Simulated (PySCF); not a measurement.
Excitation energy of Pt by level of theory

Pt [Xe] 4f14 5d9 6s1 (3D) → Pt [Xe] 4f14 5d10 (1S), as a difference of total energies. Computed with PySCF 2.14 in ANO-RCC-VTZP, with scalar relativity by spin-free X2C-1e. The calculations carry no spin-orbit coupling.

| method | excitation energy (eV) | error (eV) |
| --- | --- | --- |
| UHF | 1.075 | +0.836 |
| B3LYP | 0.534 | +0.295 |
| LC-wPBE | 0.487 | +0.248 |
| BHandHLYP | 0.586 | +0.347 |

Reference: 0.239 eV (measured; NIST levels, between the centres of gravity of the two terms).
